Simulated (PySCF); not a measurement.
C6H10OSSi2, SMILES CC(=O)[SiH2][SiH2]c1cccs1 (GFN2-xTB optimised geometry):

```
20

C     -1.528    -1.376    -3.640
C     -1.424     0.087    -3.307
O     -0.458     0.753    -3.607
Si    -2.840     0.899    -2.284
Si    -2.034     1.100    -0.115
C     -0.394     0.195     0.000
C      0.872     0.702    -0.006
C      1.882    -0.283    -0.002
C      1.377    -1.543     0.000
S     -0.340    -1.543     0.000
H     -1.637    -1.939    -2.715
H     -2.422    -1.540    -4.238
H     -0.650    -1.721    -4.182
H     -3.133     2.174    -2.942
H     -4.022     0.038    -2.433
H     -1.765     2.477     0.316
H     -2.935     0.495     0.876
H      1.072     1.758    -0.013
H      2.935    -0.063    -0.002
H      1.902    -2.477     0.004
```

Computed with PySCF 2.14.0 with CAM-B3LYP/def2-SVP.

Problem. What are the frontier orbital energies and the dipole moment?

Solution. HOMO-2 -8.57 eV, HOMO-1 -8.13 eV, HOMO -7.89 eV, LUMO 0.25 eV, LUMO+1 0.35 eV; dipole moment 1.55 D.

Meta-Löwdin charges at CAM-B3LYP/def2-SVP: C1 -0.33, C2 0.19, O3 -0.38, Si4 0.32, Si5 0.41, C6 -0.34, C7 -0.11, C8 -0.13, C9 -0.22, S10 0.24, H11 0.12, H12 0.11, H13 0.11, H14 -0.08, H15 -0.10, H16 -0.08, H17 -0.09, H18 0.11, H19 0.12, H20 0.13.
